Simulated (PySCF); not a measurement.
AlHClBr, SMILES [Br][AlH][Cl].

Geometry optimised at PBE0-D3(BJ)/def2-TZVP.

Computed with TDDFT-B3LYP/def2-SVPD (PySCF).

Vertical excitations. Gas-phase values at a fixed geometry. State labels are in the subgroup Cs.

Computed UV-visible absorptions:
| state | symmetry | energy (eV) | λ (nm) | f | main pairs |
|---|---|---|---|---|---|
| S1 | A" | 5.64 | 220 | 0.001 | HOMO→LUMO 100 % |
| S2 | A" | 6.11 | 203 | 0.003 | HOMO−2→LUMO 99 % |
| S3 | A' | 6.21 | 200 | 0.035 | HOMO−1→LUMO 87 % |
| S4 | A' | 6.45 | 192 | 0.049 | HOMO→LUMO+1 90 % |
| S5 | A" | 6.63 | 187 | 0.022 | HOMO−1→LUMO+1 98 % |
| S6 | A' | 7.05 | 176 | 0.036 | HOMO−3→LUMO 84 % |
| S7 | A' | 7.11 | 174 | 0.112 | HOMO−2→LUMO+1 78 % |
| S8 | A" | 7.19 | 173 | 0.005 | HOMO−4→LUMO 97 % |
| S9 | A" | 7.50 | 165 | 0.040 | HOMO−3→LUMO+1 71 %, HOMO−5→LUMO 26 % |
| S10 | A" | 7.61 | 163 | 0.041 | HOMO−5→LUMO 73 %, HOMO−3→LUMO+1 25 % |
| T1 | A" | 5.49 | 226 | 0 | HOMO→LUMO 93 % |
| T2 | A' | 5.64 | 220 | 0 | HOMO−1→LUMO 98 % |
| T3 | A" | 5.84 | 212 | 0 | HOMO−2→LUMO 90 % |
| T4 | A' | 6.08 | 204 | 0 | HOMO→LUMO+1 93 % |
Triplets are in the Tamm–Dancoff approximation, which puts them higher than full response would, so one can lie above its singlet here.
